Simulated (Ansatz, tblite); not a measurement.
Forces on the cluster SiPt₂ at its PBE0-D4/def2-TZVP geometry. Charge 0, multiplicity 1.

In the def2 sets Pt takes a core potential; there is no spin–orbit coupling. The xTB rows come from tblite. The structure comes from a short search, and lower isomers may exist.

GFN1-xTB (tblite), largest force 6.46 eV/Å:

```xyz
3
positions Å, forces eV/Å
Pt   -0.991    1.274   -1.298   -3.094    3.976   -4.050
Pt    0.991   -1.274    1.298    3.094   -3.976    4.050
Si    0.000    0.000    0.000    0.000    0.000    0.000
```

GFN2-xTB (tblite), largest force 6.75 eV/Å:

```
Pt -3.229 4.149 -4.226
Pt 3.229 -4.149 4.226
Si 0.000 0.000 0.000
```

PBE-D4/def2-TZVP (Ansatz), largest force 0.33 eV/Å:

```
Pt -0.160 0.206 -0.210
Pt 0.160 -0.206 0.210
Si 0.000 0.000 0.000
```
